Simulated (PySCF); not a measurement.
**isohexylamine, C₆H₁₅N**

Geometry:
```
atom   x (Å)   y (Å)   z (Å)
  C1  -2.176   1.082  -1.091
  C2  -1.428  -0.046  -0.382
  C3  -1.934  -0.178   1.052
  C4   0.080   0.222  -0.436
  C5   0.935  -0.949   0.040
  C6   2.426  -0.662  -0.133
  N7   2.815   0.498   0.654
  H8  -3.248   0.897  -1.084
  H9  -1.850   1.171  -2.125
 H10  -1.988   2.030  -0.590
 H11  -1.632  -0.984  -0.912
 H12  -1.470  -1.020   1.558
 H13  -3.011  -0.334   1.059
 H14  -1.716   0.728   1.614
 H15   0.355   0.448  -1.469
 H16   0.319   1.100   0.166
 H17   0.740  -1.151   1.095
 H18   0.682  -1.848  -0.527
 H19   2.996  -1.571   0.128
 H20   2.634  -0.428  -1.181
 H21   3.800   0.699   0.525
 H22   2.662   0.316   1.641
```

Computed with PySCF 2.14.0, GIAO B97-2/pcSseg-1 magnetisability, rotational g tensor and spin-rotation constants, non-relativistic, gas phase. Geometry: GFN2-xTB.

Task: Give the nuclear spin-rotation constants along the inertial axes (H = +C I·J) beside the isotropic shieldings.

Result: Rotational constants 4.9672, 1.1487, 1.0904 GHz. A star marks the isotopologue with that one atom substituted, in its own axes.
```csv
atom,isotope,Caa (kHz),Cbb (kHz),Ccc (kHz),mean (kHz),σ (ppm)
N7,14N,0.235,0.047,0.048,0.110,226.5
H8,1H,0.073,-0.114,-0.120,-0.054,30.7
H9,1H,-0.520,-0.010,-0.088,-0.206,30.7
H10,1H,-0.569,-0.127,0.028,-0.223,31.0
H11,1H,-0.508,-0.128,0.028,-0.203,30.5
H12,1H,-0.306,-0.038,-0.104,-0.149,30.5
H13,1H,0.091,-0.118,-0.123,-0.050,30.8
H14,1H,-0.576,-0.130,0.023,-0.227,31.4
H15,1H,-0.524,0.014,-0.107,-0.206,30.7
H16,1H,-0.515,-0.126,0.042,-0.200,29.8
H17,1H,-0.536,0.010,-0.098,-0.208,30.4
H18,1H,-0.511,-0.131,0.026,-0.205,30.6
H19,1H,-0.172,-0.049,-0.079,-0.100,28.3
H20,1H,-0.486,0.032,-0.107,-0.187,29.2
H21,1H,-0.017,-0.115,-0.130,-0.087,31.1
H22,1H,-0.631,-0.020,-0.102,-0.251,32.0
C1,13C*,0.742,0.164,0.192,0.366,159.1
C2,13C*,0.810,0.207,0.171,0.396,152.7
C4,13C*,0.818,0.195,0.220,0.411,145.5
C5,13C*,0.804,0.210,0.177,0.397,151.3
C6,13C*,0.947,0.228,0.189,0.455,138.0
```
For the geometry as given, no vibrational averaging.

Task: How do the rotational constants and the g tensor change when H8, H9, H10, H11, H12, H13, H14, H15, H16, H17, H18, H19, H20, H21, H22 are replaced by deuterium?

Result: Constants 3.6350, 0.9504, 0.8988 GHz; g -0.0022, 0.0016, 0.0029, against -0.0030, 0.0020, 0.0035 before.
